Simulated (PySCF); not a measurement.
Isomers of H4O2Si2. Isolated molecules, 0 K electronic values unless said otherwise. One relaxed conformer stands for each flexible species; it need not be the lowest. Strings in code marks are SMILES.

Computed with PBE-D3(BJ)/def2-TZVP // r2SCAN-D4/def2-TZVP (PySCF). All candidates: neutral, multiplicity 1. Delta-SCF ions had no search for a lower state. Excitations are Tamm–Dancoff values on a coarser integration grid. The basis has no diffuse functions, so Rydberg states are missing or too high.

| Property | Value |
|---|---|
| vertical ionisation energy (Delta-SCF) | 7.62 eV |
| S1 excitation (TDA) | 3.23 eV |
| T1 excitation (TDA) | 1.54 eV |

Question: Say which member has these values.
A) `O/[SiH]=[SiH]/O` (H–O–Si–Si torsion -58°, Si–Si–O–H torsion 58°)
B) `O/[SiH]=[SiH]\O` (H–O–Si–Si torsion 52°, Si–Si–O–H torsion -118°)
C) `O[Si](O)=[SiH2]` (H–O–Si–Si torsion -19°, Si–Si–O–H torsion -165°)
D) `O=[SiH][SiH2]O` (O–Si–Si–O torsion 180°, Si–Si–O–H torsion 180°)

Answer: B, `O/[SiH]=[SiH]\O` (H–O–Si–Si torsion 52°, Si–Si–O–H torsion -118°). The others give `O=[SiH][SiH2]O` (O–Si–Si–O torsion 180°, Si–Si–O–H torsion 180°): 9.49 eV, 3.28 eV, 2.79 eV; `O/[SiH]=[SiH]/O` (H–O–Si–Si torsion -58°, Si–Si–O–H torsion 58°): 7.56 eV, 3.05 eV, 1.43 eV; `O[Si](O)=[SiH2]` (H–O–Si–Si torsion -19°, Si–Si–O–H torsion -165°): 8.13 eV, 4.30 eV, 2.43 eV
